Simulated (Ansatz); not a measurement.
Abridged output of a molecular run in Ansatz:

```
Functional definition: HF
1742 factors; integrals over basis functions are off by at most 1.1e-3 eV
mean field evaluation 1: about -17045.6798 eV, gradient 3.2e1 eV
mean field evaluation 2: about -17045.9734 eV, gradient 3.2e1 eV
mean field evaluation 4: about -17049.4462 eV, gradient 5.1e0 eV
mean field evaluation 8: about -17049.5415 eV, gradient 3.3e-1 eV
mean field -17049.54230736 eV, -626.5591232005 hartree, gradient 4.2e-6 eV, S^2 0.000000; 0 other end points of the search recorded, 0 dependent functions left out
10 core orbitals not correlated: weight in the atoms' cores, before any rotation towards them, 1.000 or more for the frozen orbitals, at most 0.000 for the correlated occupied ones
reference -17049.54230736 eV, -626.5591232005 hartree; 16, 16 occupied and 269, 269 virtual orbitals, 1742 factors
second order -24.12373310 eV of doubles, -0.00000000 eV of singles
cycle   1  -24.95259329 eV  change   -8.3e-1 eV  update   1.2e-1
cycle   2  -25.61550431 eV  change   -6.6e-1 eV  update   3.4e-2
cycle   3  -25.75766378 eV  change   -1.4e-1 eV  update   1.8e-2
cycle   4  -25.74710486 eV  change    1.1e-2 eV  update   4.8e-3
cycle   5  -25.74487988 eV  change    2.2e-3 eV  update   2.6e-3
cycle   6  -25.74546446 eV  change   -5.8e-4 eV  update   8.5e-4
cycle   7  -25.74519459 eV  change    2.7e-4 eV  update   4.2e-4
cycle   8  -25.74525837 eV  change   -6.4e-5 eV  update   1.6e-4
cycle   9  -25.74529972 eV  change   -4.1e-5 eV  update   7.0e-5
cycle  10  -25.74527758 eV  change    2.2e-5 eV  update   2.2e-5
perturbative correction -1.19894555 eV, -0.0440604362 hartree
Total energy: -17076.48653048 eV, -627.5493051370 hartree
```

Its atoms:

```xyz
13

B    -0.5322   -0.1985   -1.7926
C    -0.2294    0.1967   -0.3087
C    -0.6756    1.3968    0.4333
C     0.5411   -0.7929    0.1885
B     1.1936   -1.0803    1.5144
Cl    0.7222   -1.9437   -1.2043
H     0.1026    0.3113   -2.6710
H    -1.5886   -0.6974   -2.0568
H    -0.3167    1.4165    1.4620
H    -1.7691    1.4440    0.4342
H    -0.3316    2.2983   -0.0835
H     1.8444   -2.0639    1.6896
H     1.0392   -0.2869    2.3949
```

(1) Which basis set was used?
A. def2-SVPD
B. def2-QZVPP
C. def2-TZVPPD
D. def2-TZVPP

(2) Write the keys of the input that set method, charge and spin (a neutral closed shell needs none for the last two).

## Answers

(1) D. It gives 295 functions.

(2) 
```yaml
correlation: {method: ccsd_t}
```
